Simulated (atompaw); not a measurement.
**Building the PAW (atompaw) potential for Tc (Z = 43) (PBEsol, scalar-relativistic).**

- Element: Tc
- Generator: atompaw 4.2.0.5
- Type: PAW
- Functional: PBEsol
- Relativity: scalar-relativistic
- Frozen core: [Ar] 3d10
- Valence charge: 15
- Reference configuration: 4s2 4p6 4d5 5s1.75 5p0 (charge +0.25)
- Partial waves: 4s (bound): rc 1.25 bohr; 5s (bound): rc 2.20 bohr; 4p (bound): rc 1.55 bohr; 5p (bound, empty): rc 2.20 bohr; 4d (bound): rc 2.20 bohr; 4d channel at 1.5 Ry: rc 2.20 bohr
- Local potential: ultrasoft scheme with l = 3 at 0 Ry, radius 2.00 bohr
- Core correction: smooth core density matched at 1.90 bohr
- Augmentation charge: sinc compensation charge, radius 2.10 bohr; PAW radius 2.20 bohr; waves and projectors: custom polynom gramschmidtortho

All-electron outer shells of the reference configuration (PBEsol, scalar-relativistic, ld1.x):

```csv
shell,level (eV),outermost node (bohr),outermost maximum (bohr)
3p,-417.46,0.16,0.36
3d,-251.65,–,0.31
4s,-75.10,0.50,0.95
4p,-47.08,0.51,1.03
4d,-8.43,0.50,1.27
5s,-6.60,1.28,2.69
5p,-2.65,1.45,3.49
```

(1) Estimate the cutoffs (Ry, on a coarse ladder) from which the occupation-weighted sum of valence levels, in a spherical-Bessel basis at the reference potential, stays within 10 and 1 mRy of its value at 400 Ry.

(2) What does a ghost test show?

(3) Is the overlap operator S = 1 + Σ q|β⟩⟨β| positive definite (Bessel basis up to 400 Ry)?

## Answers

(1) 40 Ry and 70 Ry.

(2) Ghost state, extra bound levels that the all-electron valence spectrum of the same l lacks: p at -3.2 eV. A true bound ghost makes a file unfit for plane-wave use.

(3) Yes: its lowest eigenvalue is 0.40 (p channel).
